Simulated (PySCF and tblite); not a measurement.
Results of a calculation; reference values are marked as such.
C₄H₃F₃OS, numbered as in [O:1]=[S@:2]1[CH:3]=[CH:4][C:5]([F:6])([F:7])[C@@H:8]1[F:9].

First level. Search: ETKDG, MMFF94s, GFN2-xTB, 200 starts; geometries at GFN2-xTB. Energies: PBE0-D3(BJ)/pcSseg-1, with GFN2-xTB thermal terms (modes under about 100 cm⁻¹ blended into free rotors). Symmetry numbers and mirror images are counted. Conformers within 2.5 kcal/mol (GFN2-xTB free energy) were kept, 4 at most. GIAO shieldings: PBE0/pcSseg-1. Shifts are against TMS (¹H), TMS (¹³C), CFCl3 (¹⁹F) at the same level. Programs: PySCF with density fitting and tblite.

It gives, at 298.15 K, with 2 conformers (largest weight 84 %): ¹H: 7.09 (H3, 1H), 6.80 (H4, 1H), 5.75 (H8, 1H) ppm. ¹³C: 155.8 (C3), 141.3 (C4), 128.3 (C5), 126.0 (C8) ppm. ¹⁹F: -95.2 (F6), -119.5 (F7), -223.0 (F9) ppm.

Second level: GFN2-xTB geometries, energies PBE0-D3(BJ)/pcSseg-1 (IEF-PCM, cyclohexane), shieldings PBE0/pcSseg-1 (IEF-PCM, cyclohexane), on up to 4 of the same conformers.

How do the averaged shifts change?


```
signal   first  second  change (ppm)
    H3    7.09    7.26          0.16
    H4    6.80    6.96          0.15
    H8    5.75    5.91          0.16
    C3   155.8   156.3           0.5
    C4   141.3   142.1           0.8
    C5   128.3   129.1           0.8
    C8   126.0   126.2           0.2
    F6   -95.2   -95.8          -0.5
    F7  -119.5  -120.2          -0.7
    F9  -223.0  -223.1          -0.1
```

The largest weight becomes 83 %.

Unscaled ¹⁹F shifts at such levels can be off by tens of ppm; differences between conformers or isomers are more reliable. Shifts are unscaled: against experiment ¹³C can be off by 15 ppm or more and ¹H by 0.8 ppm.


Conformer gaps in pcSseg-1 on xTB geometries can be 2 kcal/mol off for S=O, P=O and other polar bonds.